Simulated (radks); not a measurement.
Problem. A nucleus of charge 23.9 with 24 electrons, 24 electrons, occupied as [Ar] 3d5 4s1. Calculated with a radial shooting solver on a logarithmic mesh with Libxc functionals: scalar-relativistic Kohn-Sham, PBEsol, spin-unpolarised, spherical densities, finite nucleus; Fermi nuclear charge, rms radius 3.6452 fm. Some entries of the table are withheld. Estimate them.

orbital  occ.  eigenvalue (eV)  <r^2> (bohr^2)
1s          2              (1)        0.005487
2s          2        -658.4303          0.1027
2p          6        -553.0963         0.08411
3s          2         -72.1365          0.9527
3p          6              (2)           1.120
4s          1          -3.4043             (3)
3d          5              (4)           3.614

Solution. 
(1) 1s eigenvalue (eV): -5820.392
(2) 3p eigenvalue (eV): -43.9626
(3) 4s <r^2> (bohr^2): 14.30
(4) 3d eigenvalue (eV): -2.0648
